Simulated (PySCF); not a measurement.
InHFCl, SMILES [F][InH][Cl].

Coordinates come from a B3LYP-D3(BJ)/def2-TZVP optimisation. The def2 effective core potentials stand for the cores of In; spin–orbit coupling is left out.

These are PySCF with C-PCM-PBE0/def2-SVP values and carry that method's errors.

The values are the electrostatic part of the solvation free energy, E(continuum) − E(gas) at the gas-phase geometry, in a cavity of scaled van der Waals radii (PySCF's table); cavitation and dispersion terms are not included. A continuum can't describe solvent molecules that bind to the metal. In vacuum the orbital gap is 7.14 eV. The dipole moment in vacuum is 3.04 D.

Computed values in water (ε = 78.36), 1-octanol (ε = 9.86), benzene (ε = 2.27):
```tsv
solvent	ε	ΔG(elec) (kcal/mol)	dipole (D)	gap (eV)
water	78.36	-9.8	3.89	7.55
1-octanol	9.86	-8.8	3.80	7.51
benzene	2.27	-5.2	3.48	7.38
```
